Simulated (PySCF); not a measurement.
A species of formula C4H13AsGe has this rotational fingerprint, computed with PBE0-D3(BJ)/def2-SVP geometry optimisation, gas phase in PySCF:

| Property | Result |
| --- | --- |
| Rotational constants | A = 2589, B = 831.8, C = 742.3 MHz |
| Dipole components | \|μa\| = 0.99 D, \|μb\| = 0.10 D, \|μc\| = 0.33 D |
| Inertial defect | -121.94 u·Å² |
| κ | -0.90 |

Question: Which candidate fits, each taken in the one conformer that was computed?
A. `[CH3:1][C:2]([CH3:3])([CH3:4])[GeH2:5][AsH2:6]` with C2–Ge5–As6–H -77° and -169°
B. `[CH3:1][CH2:2][CH2:3][GeH2:4][AsH:5][CH3:6]` with C1–C2–C3–Ge4 63°, C2–C3–Ge4–As5 -80°, C3–Ge4–As5–C6 -176°
C. `CC(C)(C)[AsH][GeH3]`

Answer: A. It is C[C](C)(C)[GeH2][AsH2], a near-prolate asymmetric top. The candidates at the same level (rigid rotor, commonest isotopes):

```csv
SMILES,A (MHz),B (MHz),C (MHz),μa (D),μb (D),μc (D),Δ (u·Å²),point group,rotor
CC[CH2][GeH2][AsH]C,2351,874.6,689.4,0.38,0.21,0.34,-59.74,C1,asymmetric top
CC(C)(C)[AsH][GeH3],2386,900.9,776.2,0.94,0.87,0.30,-121.68,C1,asymmetric top
C[C](C)(C)[GeH2][AsH2],2589,831.8,742.3,0.99,0.10,0.33,-121.94,–,near-prolate asymmetric top
```

`CC[CH2][GeH2][AsH]C` has A 9 % too low; `CC(C)(C)[AsH][GeH3]` has B 8 % too high. No structure here is proved a minimum.
